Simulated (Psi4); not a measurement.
C₃H₇O (SMILES [CH2]OCC), doublet, at a GFN2-xTB geometry; HF/6-31G* in Psi4.

Input for Psi4:
```
memory 2 GB

molecule mol {
0 2
  C     1.476361    0.466901    0.436562
  O     0.679123    0.162342   -0.623213
  C    -0.432809   -0.654260   -0.344227
  C    -1.535893    0.105149    0.390271
  H     2.335845    1.048988    0.169802
  H     1.504872   -0.204834    1.278488
  H    -0.120268   -1.523880    0.251816
  H    -0.793488   -1.000427   -1.316698
  H    -1.861638    0.954622   -0.204428
  H    -1.161662    0.471863    1.343366
  H    -2.382598   -0.551801    0.567726
}

set basis 6-31g*
set reference uhf
set scf_type pk
set puream true
set d_convergence 1e-8

energy('scf')
print_variables()
```

It wrote (shortened):

```
   => Loading Basis Set <=

    Name: 6-31G*
    Role: ORBITAL
    Keyword: BASIS

         ---------------------------------------------------------
                                   SCF
               by Justin Turney, Rob Parrish, Andy Simmonett
                          and Daniel G. A. Smith
                              UHF Reference
         ---------------------------------------------------------

  ==> Geometry <==

    Molecular point group: c1
    Full point group: C1

    Geometry (in Angstrom), charge = 0, multiplicity = 2:

       Center              X                  Y                   Z               Mass
    ------------   -----------------  -----------------  -----------------  -----------------
         C            1.434767426084     0.453380952556     0.471626364427    12.000000000000
         O            0.637529426084     0.148821952556    -0.588148635573    15.994914619570
         C           -0.474402573916    -0.667780047444    -0.309162635573    12.000000000000
         C           -1.577486573916     0.091628952556     0.425335364427    12.000000000000
         H            2.294251426084     1.035467952556     0.204866364427     1.007825032230
         H            1.463278426084    -0.218354047444     1.313552364427     1.007825032230
         H           -0.161861573916    -1.537400047444     0.286880364427     1.007825032230
         H           -0.835081573916    -1.013947047444    -1.281633635573     1.007825032230
         H           -1.903231573916     0.941101952556    -0.169363635573     1.007825032230
         H           -1.203255573916     0.458342952556     1.378430364427     1.007825032230
         H           -2.424191573916    -0.565321047444     0.602790364427     1.007825032230

  Running in c1 symmetry.

  Rotational constants: A =      0.58305  B =      0.17959  C =      0.15845 [cm^-1]
  Rotational constants: A =  17479.52150  B =   5384.06972  C =   4750.06686 [MHz]
  Nuclear repulsion =  127.711359628664610

  Charge       = 0
  Multiplicity = 2
  Electrons    = 33
  Nalpha       = 17
  Nbeta        = 16

  ==> Algorithm <==

  SCF Algorithm Type is PK.
  DIIS enabled.
  MOM disabled.
  Fractional occupation disabled.
  Guess Type is SAD.
  Energy threshold   = 1.00e-06
  Density threshold  = 1.00e-08
  Integral threshold = 1.00e-12

  ==> Primary Basis <==

  Basis Set: 6-31G*
    Blend: 6-31G*
    Number of shells: 38
    Number of basis functions: 70
    Number of Cartesian functions: 74
    Spherical Harmonics?: true
    Max angular momentum: 2

  ==> Integral Setup <==

  Using in-core PK algorithm.
   Calculation information:
      Number of atoms:                  11
      Number of AO shells:              38
      Number of primitives:             88
      Number of atomic orbitals:        74
      Number of basis functions:        70

      Integral cutoff                 1.00e-12
      Number of threads:                 1

  Performing in-core PK
  Using 6177710 doubles for integral storage.
  We computed 267567 shell quartets total.
  Whereas there are 274911 unique shell quartets.

  ==> DiskJK: Disk-Based J/K Matrices <==

    J tasked:                  Yes
    K tasked:                  Yes
    wK tasked:                  No
    Schwarz Cutoff:          1E-12

  Minimum eigenvalue in the overlap matrix is 6.9345004386E-03.
  Reciprocal condition number of the overlap matrix is 1.3699046747E-03.
    Using symmetric orthogonalization.

  ==> Pre-Iterations <==

  SCF Guess: Superposition of Atomic Densities via on-the-fly atomic UHF (no occupation information).

   -------------------------
    Irrep   Nso     Nmo
   -------------------------
     A         70      70
   -------------------------
    Total      70      70
   -------------------------

  ==> Iterations <==

                        Total Energy        Delta E     RMS |[F,P]|

   @UHF iter SAD:  -191.56783489138320   -1.91568e+02   0.00000e+00
   @UHF iter   1:  -192.39580083400648   -8.27966e-01   4.83049e-03 DIIS/ADIIS
   @UHF iter   2:  -192.46326991286375   -6.74691e-02   1.79358e-03 DIIS/ADIIS
   @UHF iter   3:  -192.47189918231570   -8.62927e-03   6.64400e-04 DIIS/ADIIS
   @UHF iter   4:  -192.47360507331726   -1.70589e-03   2.18369e-04 DIIS/ADIIS
   @UHF iter   5:  -192.47389382581289   -2.88752e-04   1.25150e-04 DIIS/ADIIS
   @UHF iter   6:  -192.47403284255063   -1.39017e-04   5.14078e-05 DIIS
   @UHF iter   7:  -192.47406210308452   -2.92605e-05   1.74110e-05 DIIS
   @UHF iter   8:  -192.47406457186892   -2.46878e-06   6.93800e-06 DIIS
   @UHF iter   9:  -192.47406490033876   -3.28470e-07   3.20547e-06 DIIS
   @UHF iter  10:  -192.47406498383947   -8.35007e-08   1.12639e-06 DIIS
   @UHF iter  11:  -192.47406499449968   -1.06602e-08   4.49926e-07 DIIS
   @UHF iter  12:  -192.47406499614522   -1.64553e-09   1.75037e-07 DIIS
   @UHF iter  13:  -192.47406499637907   -2.33854e-10   6.94691e-08 DIIS
   @UHF iter  14:  -192.47406499642284   -4.37694e-11   2.83973e-08 DIIS
   @UHF iter  15:  -192.47406499643097   -8.12861e-12   1.15969e-08 DIIS
   @UHF iter  16:  -192.47406499643219   -1.22213e-12   5.33445e-09 DIIS
  Energy and wave function converged.

  ==> Post-Iterations <==

   @Spin Contamination Metric:   1.024834908E-02
   @S^2 Expected:                7.500000000E-01
   @S^2 Observed:                7.602483491E-01
   @S   Expected:                5.000000000E-01
   @S   Observed:                5.000000000E-01

    Orbital Energies [Eh]
    ---------------------

    Alpha Occupied:

[...]
    Alpha Virtual:

[...]
    Beta Occupied:

[...]
      16A     -0.443531

    Beta Virtual:

[...]
    Final Occupation by Irrep:
              A
    DOCC [    16 ]
    SOCC [     1 ]
    NA   [    17 ]
    NB   [    16 ]

  @UHF Final Energy:  -192.47406499643219

   => Energetics <=

    Nuclear Repulsion Energy =            127.7113596286646100
    One-Electron Energy =                -514.0956152945141184
    Two-Electron Energy =                 193.9101906694173465
    Total Energy =                       -192.4740649964321904

  UHF NO Occupations:
  HONO-2 :   15  A 1.9989401
  HONO-1 :   16  A 1.9971338
  HONO-0 :   17  A 1.0000000
  LUNO+0 :   18  A 0.0028662
  LUNO+1 :   19  A 0.0010599
  LUNO+2 :   20  A 0.0007725
  LUNO+3 :   21  A 0.0003558

Computation Completed

Properties will be evaluated at   0.000000,   0.000000,   0.000000 [a0]

Properties computed using the SCF density matrix

 Multipole Moments:

 ------------------------------------------------------------------------------------
     Multipole            Electronic (a.u.)      Nuclear  (a.u.)        Total (a.u.)
 ------------------------------------------------------------------------------------

 L = 1.  Multiply by 2.5417464519 to convert [e a0] to [Debye]
 Dipole X            :          2.3895487           -2.5938134           -0.2042647
 Dipole Y            :          0.5100618           -0.8431099           -0.3330482
 Dipole Z            :         -1.7929609            2.1866551            0.3936942
 Magnitude           :                                                    0.5546532

 ------------------------------------------------------------------------------------

  Variable Map:
  ----------------------------------------------------------------------------
[...]
  Array Variable Map:
  ----------------------------------------------------------------------------
[...]
[...]
```
